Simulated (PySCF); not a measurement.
These are B3LYP-D3(BJ)/def2-TZVP // PBE0-D3(BJ)/def2-TZVP (PySCF) values and carry that method's errors. All species are isolated molecules in the gas phase. One relaxed conformer stands for a flexible species; it need not be the lowest. B3LYP has the VWN-RPA correlation part, as in Gaussian. Excitations are Tamm–Dancoff values on a coarser integration grid. The basis has no diffuse functions, so Rydberg states are missing or too high.

Reference species (SMILES): `[Al]([SiH3])([SiH3])[SiH3]` (neutral, multiplicity 1).

The HOMO–LUMO gap is 4.34 eV and the S1 oscillator strength is 0.000. The T1 excitation (TDA) is 2.86 eV.

Changed species: `[SH][Al]([SH])[SH]` (3 of 3 SiH3 replaced by SH; the reference has 0 of 3 SiH3 replaced by SH).

### Question
Give the shifts of the HOMO–LUMO gap, S1 oscillator strength and T1 excitation (TDA).

### Answer
the HOMO–LUMO gap increases by 2.26 eV, to 6.60 eV; the S1 oscillator strength hardly moves; the T1 excitation (TDA) rises by 2.42 eV, to 5.28 eV.
